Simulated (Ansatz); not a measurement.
Calculated with Ansatz (gas phase, PBE0-D4/def2-TZVP geometries, no zero-point term in ΔE). CCSD(T)/CBS adds triple-zeta CCSD(T) − MP2 to the extrapolated MP2 energy (def2 sets, frozen cores). Functionals use def2-TZVPP. B3LYP here is the variant with VWN-RPA as its local correlation; programs differ in this. Each species was taken in one conformer, which may not be the lowest.

Reaction (cleavage of the Si–Al bond): `[SiH3][O][AlH][SiH3]` + `O[BH][AlH2]` → `[AlH2][BH]O[SiH3]` + `[AlH2][O][SiH3]`

Question: Is it downhill or uphill in electronic energy at CCSD(T)/CBS, and by how much? (Best estimate.)

Answer: The calculation gave: Downhill: ΔE = -74.5 kJ/mol.

Question: What do these levels give: r2SCAN-D4, PBE0-D4, B3LYP-D4, ωB97X-V, ωB97M-V, PBE, r2SCAN, MP2/def2-TZVPP, CCSD/def2-TZVPP, MP2/def2-QZVPP, MP2/CBS(def2), CCSD/CBS(def2)? (Estimate.)

Answer: Computed: r2SCAN-D4 -66.9, PBE0-D4 -55.2, B3LYP-D4 -74.7, ωB97X-V -72.5, ωB97M-V -77.9, PBE -46.8, r2SCAN -67.0, MP2/def2-TZVPP -82.8, CCSD/def2-TZVPP -76.2, MP2/def2-QZVPP -84.6, MP2/CBS(def2) -84.4, CCSD/CBS(def2) -77.7 kJ/mol.

Largest T1 diagnostic among the species: 0.014.

In def2-TZVPP, CCSD(T) changes the Hartree–Fock value by +26.6 kJ/mol (the triples alone add +3.2 kJ/mol) and MP2 by +16.7 kJ/mol. From PBE to PBE0 (25 % exact exchange), in def2-TZVPP and without D4, ΔE moves by −8.3 kJ/mol.
